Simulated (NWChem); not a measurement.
System meant: SnNH3F2; SMILES [NH2][SnH]([F])[F]

The following NWChem deck was run.

```
start job
memory heap 200 mb stack 900 mb global 1100 mb
geometry units angstroms noautoz
  Sn    -0.012231     0.337576    -0.037424
  N      2.002042    -0.033140    -0.043455
  F     -0.856133    -1.092356    -1.073529
  F     -0.622011     0.132789     1.810989
  H     -0.594457     1.839100    -0.627908
  H      2.287396    -0.251671     0.923613
  H      2.164670    -0.893889    -0.588492
end
basis spherical
  Sn library def2-svp
  N library def2-svp
  F library def2-svp
  H library def2-svp
end
ecp
  Sn library def2-ecp
end
dft
  odft
  mult 2
  xc b3lyp
  iterations 150
  mulliken
end
task dft energy
```

End of the output:

```
 Summary of "ao basis" -> "" (spherical)
 ------------------------------------------------------------------------------
       Tag                 Description            Shells   Functions and Types
 ---------------- ------------------------------  ------  ---------------------
 Sn                         def2-svp                10       26   4s4p2d
 N                          def2-svp                 6       14   3s2p1d
 F                          def2-svp                 6       14   3s2p1d
 H                          def2-svp                 3        5   2s1p

                                 NWChem DFT Module
                                 -----------------

 Summary of "ao basis" -> "ao basis" (spherical)
 ------------------------------------------------------------------------------
       Tag                 Description            Shells   Functions and Types
 ---------------- ------------------------------  ------  ---------------------
 Sn                         def2-svp                10       26   4s4p2d
 N                          def2-svp                 6       14   3s2p1d
 F                          def2-svp                 6       14   3s2p1d
 H                          def2-svp                 3        5   2s1p

      Symmetry analysis of basis
      --------------------------

        a'         51
        a"         32

  number of electrons :                   50
  multiplicity        :                    2
 ------------------------------------------------------------------------
  no. of electrons and multiplicity not compatible                  50
 ------------------------------------------------------------------------
 ------------------------------------------------------------------------
  current input line :
    28: task dft energy
 ------------------------------------------------------------------------
 ------------------------------------------------------------------------
 There is an error in the input file
 ------------------------------------------------------------------------
 For more information see the NWChem manual at https://nwchemgit.github.io

0: no. of electrons and multiplicity not compatible:Received an Error in Communication
```

Task: Find the fault in this run and fix the input.

Result: The program refused the input. Cause: the multiplicity doesn't fit the number of electrons (an even count wants an odd multiplicity, and the reverse). This input runs:
```
start job
memory heap 200 mb stack 900 mb global 1100 mb
geometry units angstroms noautoz
  Sn    -0.012231     0.337576    -0.037424
  N      2.002042    -0.033140    -0.043455
  F     -0.856133    -1.092356    -1.073529
  F     -0.622011     0.132789     1.810989
  H     -0.594457     1.839100    -0.627908
  H      2.287396    -0.251671     0.923613
  H      2.164670    -0.893889    -0.588492
end
basis spherical
  Sn library def2-svp
  N library def2-svp
  F library def2-svp
  H library def2-svp
end
ecp
  Sn library def2-ecp
end
dft
  xc b3lyp
  iterations 150
  mulliken
end
task dft energy
```
It converges to -470.45187 Ha (B3LYP/def2-SVP with def2 effective core potentials on Sn).
